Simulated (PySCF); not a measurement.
Method: PBE-D3(BJ)/def2-TZVP // PBE0-D4/def2-SVP (PySCF). All species are isolated molecules in the gas phase. One relaxed conformer stands for a flexible species; it need not be the lowest. 

Reference species (SMILES): `[O](C)[Sn]([O]C)([O]C)[O]C` (neutral, multiplicity 1).

LUMO: -2.65 eV
HOMO–LUMO gap: 3.69 eV

Changed species: `C[O][Sn]([SiH3])([O]C)[O]C` (1 of 4 OCH3 replaced by SiH3; the reference has 0 of 4 OCH3 replaced by SiH3).

Q: Predict the effect on the LUMO and HOMO–LUMO gap.

A: the LUMO rises by 0.69 eV, to -1.96 eV; the HOMO–LUMO gap goes up by 0.30 eV, to 3.99 eV.
